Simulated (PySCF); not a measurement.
Fine-structure interval of Hg⁴³⁺ by level of theory

Hg⁴³⁺ [Kr] 4d1 [4d3/2^1, M_J = 3/2] → Hg⁴³⁺ [Kr] 4d1 [4d5/2^1, M_J = 5/2], as a difference of total energies. All numbers are calculated (PySCF 2.14, the two-component X2C-1e Hamiltonian, in an uncontracted even-tempered set (16 s from 5.5 bohr⁻², ratio 2.8; 14 p from 7.2 bohr⁻², ratio 2.8; 9 d from 7.2 bohr⁻², ratio 2.8; 3 f from 25 bohr⁻², ratio 3)). Correlated levels: [Ar] 3d10 frozen; the 94 highest virtual spinors dropped. "Screened" scales the spin-orbit matrix elements by Boettger's factors to mimic the two-electron term; Breit and QED terms are absent.

```csv
method,fine-structure interval (cm⁻¹)
GHF (screened spin-orbit),245020
GMP2 (screened spin-orbit),245660
GHF (bare spin-orbit),280380
```
